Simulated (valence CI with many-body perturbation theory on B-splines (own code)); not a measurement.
Values are calculated unless marked as measured or tabulated.
**Pd²³⁺: what the settings do**

Level of theory: valence CI with perturbative core correlation (CI+MBPT): five valence electrons over a frozen Dirac-Fock core [Ar], radial functions for each j: 6 s, 6 p, 5 d, 5 f, 1 g, with the one-electron correlation potential Σ1, the two-electron term Σ2, the three-electron term Σ3, Breit, model QED; selected CI, second order for the rest, scaled by the run's own slope (own B-spline code, finite nucleus).

No measured spectrum was set against this ion. As an estimate, terms of the open shell hold to 2 to 4 % of their energy, and close levels can change places. Among the levels kept, up to 530 cm⁻¹ of a level comes from second order outside the variational space, and about a tenth of that is noise between levels of different J, which matters for small intervals. Only levels of the ground parity were solved; by the run's estimate the other parity begins above the list, which can be wrong where configurations are misplaced.

The reference run has the lowest level 3d⁵ ⁶S_5/2 and an ionisation energy of 1144.31 eV. Its largest variational space holds 9982 state functions.

Names give the largest LS component (configuration and term), which can be under half, so a name can repeat, a term be missing and a line seem to break the LS rules; names also repeat where a configuration has a term twice. Letters in brackets count levels of one name in rising energy.

Changed runs:
A. screening of Σ1 on → off
B. three-electron term on → off
C. hole-hole ladder in Σ2 on → off
D. start configuration 3d5 → 3d6 (bad on purpose)

Excitation energies of the reference run in cm⁻¹, and shifts in cm⁻¹:

```tsv
Level	Reference	A	B	C
3d⁵ ⁴G_5/2 [a]	86757	-31	+1805	+3721
3d⁵ ⁴G_7/2	111008	+8.1	+1285	+319
3d⁵ ⁴G_11/2	114393	+16	+1444	-1258
3d⁵ ⁴P_3/2	115104	+5.4	+1560	+5494
3d⁵ ⁴G_5/2 [b]	118446	+24	+1384	+2125
3d⁵ ⁴G_9/2	120412	+25	+1191	-1025
3d⁵ ⁴P_1/2	129424	+23	+1578	+6345
3d⁵ ⁴D_7/2	146070	+41	+687	+1774
3d⁵ ⁴D_5/2	154833	+33	+1034	+5180
3d⁵ ⁴D_1/2	165871	+63	+882	+4099
3d⁵ ²I_11/2	166910	+40	+2291	-3665
3d⁵ ⁴D_3/2	170181	+62	+1076	+5646
Ionisation energy (eV)	1144.31	-0.033	-0.029	-0.24
```

Run D: It gave no result: the electrons of core and valence do not add up to the charge. The program said: "core and valence hold 24 electrons, the ion has 23".
